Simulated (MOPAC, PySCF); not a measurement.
CH$_{10}$Si$_{3}$, SMILES `[SiH2]([SiH2][SiH3])C` (C–Si–Si–Si torsion 59°), neutral singlet in the gas phase. 

Cartesian coordinates (Å):
SMILES: C[SiH2][SiH2][SiH3]
```xyz
14

C     -2.0070     0.3068    -0.7809
Si    -1.1505    -1.0304     0.2284
Si     0.7684    -0.1670     1.2639
Si     2.2420     0.6494    -0.3663
H     -2.8978    -0.0865    -1.2732
H     -2.3111     1.1381    -0.1426
H     -1.3397     0.7000    -1.5499
H     -0.7421    -2.1529    -0.6557
H     -2.0808    -1.5776     1.2494
H      0.3945     0.9469     2.1760
H      1.4488    -1.2117     2.0725
H      1.5627     1.6887    -1.1810
H      2.6520    -0.4513    -1.2733
H      3.4605     1.2475     0.2326
```
Charge 0, multiplicity 1.

All levels are single points at this geometry (B3LYP-D3(BJ)/def2-TZVP); Pople sets use spherical d functions. Orbital energies aren't observables, and empty levels follow the basis.

B3LYP/3-21G in PySCF gives dipole (D) = 0.81.

### Question
Estimate the dipole (D) from each of these levels: B3LYP-D3(BJ)/def2-TZVP in PySCF; PBE-D3(BJ)/def2-TZVP in PySCF; B3LYP/6-311+G** in PySCF; BP86/6-31G* in PySCF; M06-2X/6-31G* in PySCF; PBE/6-31G* in PySCF; HF/6-31G* in PySCF; HF/STO-3G in PySCF; AM1 in MOPAC; PM3 in MOPAC; PM6 in MOPAC; PM7 in MOPAC.

### Answer

```csv
level,dipole (D)
B3LYP-D3(BJ)/def2-TZVP in PySCF,0.77
PBE-D3(BJ)/def2-TZVP in PySCF,0.84
B3LYP/6-311+G** in PySCF,0.72
BP86/6-31G* in PySCF,0.92
M06-2X/6-31G* in PySCF,0.77
PBE/6-31G* in PySCF,0.92
HF/6-31G* in PySCF,0.71
HF/STO-3G in PySCF,0.23
AM1 in MOPAC,0.43
PM3 in MOPAC,0.46
PM6 in MOPAC,0.60
PM7 in MOPAC,0.55
```
